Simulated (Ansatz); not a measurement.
Stepwise reaction of `[SiH3][O][Al]([Cl])[O][SiH3]` with hydrogen fluoride, as a gas-phase model of exchange steps in deposition or etching. ΔE in kJ/mol.

Gas-phase electronic energies from Ansatz, PBE0-D4/def2-TZVP geometries. CCSD(T)/CBS adds triple-zeta CCSD(T) − MP2 to the extrapolated MP2 energy (def2 sets, frozen cores). This one scheme is used for every species. Functionals use def2-TZVPP. B3LYP here is the variant with VWN-RPA as its local correlation; programs differ in this. Each species was taken in one conformer, which may not be the lowest.

```json
{"step": "1", "reaction": "`[SiH3][O][Al]([Cl])[O][SiH3]` + H–F → `[F][Al]([Cl])[O][SiH3]` + `O[SiH3]`", "PBE-D4": "-24.0", "B3LYP-D4": "-19.3", "ωB97M-V": "-22.3", "CCSD(T)/CBS": "-18.3"}
```

Q: Give the row of step 2, `[F][Al]([Cl])[O][SiH3]` + H–F → `[F][Al]([F])[Cl]` + `O[SiH3]`. (An estimate is asked.)

A: The calculation gave: 
```
step                                                         reaction  PBE-D4  B3LYP-D4  ωB97M-V  CCSD(T)/CBS
   2  `[F][Al]([Cl])[O][SiH3]` + H–F → `[F][Al]([F])[Cl]` + `O[SiH3]`   -22.3     -17.4    -19.8        -16.4
```

Q: By hand: ΔE of the 2 steps together at CCSD(T)/CBS.

A: (-18.3) + (-16.4) = -34.7 kJ/mol, or -17.4 kJ/mol a step.

In ΔE the steps differ by no more than 1.9 kJ/mol. All are downhill at CCSD(T)/CBS. PBE-D4 differs from CCSD(T)/CBS by -5.9 to -5.7 kJ/mol a step. Only this route is followed, and other bonds may react first. Isolated molecules leave out the surface, adducts and barriers. Largest T1 diagnostic: 0.012.
